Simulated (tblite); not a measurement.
What does the GFN2-xTB structure of `[H]/[C]=C\[C@H](F)COCC` [radical] look like in three dimensions? (Doublet state.)

```
atom  x, y, z in Å
C1    -3.4856   -0.8957   -0.1606
C2    -2.2574   -0.9178    0.2246
C3    -1.5398    0.1499    1.0474
F4    -2.3978    1.1673    1.3916
C5    -0.3697    0.7467    0.2642
O6     0.6241   -0.2324    0.1333
C7     1.7557    0.2194   -0.5836
C8     2.7729   -0.9074   -0.6448
H9    -4.3471   -0.2762   -0.0778
H10   -1.5760   -1.7220   -0.0262
H11   -1.1774   -0.2931    1.9840
H12    0.0134    1.6235    0.8123
H13   -0.7220    1.0871   -0.7226
H14    2.1863    1.0993   -0.0802
H15    1.4552    0.5230   -1.5987
H16    3.0658   -1.1970    0.3603
H17    3.6519   -0.5836   -1.1944
H18    2.3388   -1.7708   -1.1404
```

Any rigid rotation of these coordinates is as good. Atoms count from 1 in this order. The 4 C–C bonds span 1.287 Å (C1=C2, drawn double) to 1.529 Å (C3–C5, drawn single), a spread of 0.242 Å. C2 (carbon bonded to 2 C and H) is planar (angles 126.7°, 122.9° and 110.4°, sum 360.0°, 0.01 Å off the plane of its three neighbours). C1 (carbon bonded to C and H) is bent (angle 139.4°). Of the pairs four or more bonds apart, O6···H10 is among the closest relative to their van der Waals radii: 2.66 Å, 98 % of the sum of Bondi's values.

Bonds between heavy atoms (Å): C1=C2 1.287, C2–C3 1.527, C3–F4 1.375, C3–C5 1.529, C5–O6 1.401, O6–C7 1.414, C7–C8 1.519.

The geometry is computed with GFN2-xTB (gas phase). This method treats the open shell by occupation alone, without spin polarisation.

Point group: C1 (no symmetry element, even within 0.4 Å). Its GFN2-xTB frequencies are all real (lowest 43 cm⁻¹). Torsions: C1–C2–C3–F4 2°, C2–C3–C5–O6 -69°, C3–C5–O6–C7 180°, C5–O6–C7–C8 179°.

One conformer stands for the species.
